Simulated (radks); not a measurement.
The numbers below are computed, except where a source is named.
Effect of the nuclear size on neutral indium, [Kr] 4d10 5s2 5p1. Code: a radial shooting solver on a logarithmic mesh with Libxc functionals. Model: Dirac Kohn-Sham, exchange-only LDA, spin-unpolarised, spherical densities, finite nucleus; open shells fill j = l - 1/2 first; Fermi nuclear charge, rms radius 4.6156 fm. The rms radius is varied about that value; shifts are against it.

rms radius (fm)  total energy shift (eV)  density at nucleus (e/bohr^3)  1s1/2 shift (meV)  2s1/2 shift (meV)  4s1/2 shift (meV)  4p1/2 shift (meV)  5s1/2 shift (meV)
3.734                              -1.26                      1.795e+05               -529              -60.0              -2.19              0.193             -0.151
4.2094                            -0.608                      1.764e+05               -256              -29.0              -1.06              0.093             -0.073
4.6156                                 0                       1.74e+05              0.000              0.000              0.000              0.000              0.000
5.0679                             0.733                      1.716e+05                308               35.0               1.27             -0.113              0.088
5.3726                              1.26                      1.702e+05                530               60.1               2.19             -0.193              0.151

Slopes of the eigenvalues against <r^2> in GHz/fm^2, as finite differences over the two radii next to the reference (eigenvalue slopes, not the field-shift constants of lines): 1s1/2 17100, 2s1/2 1940, 4s1/2 70.8, 4p1/2 -6.25, 5s1/2 4.88.
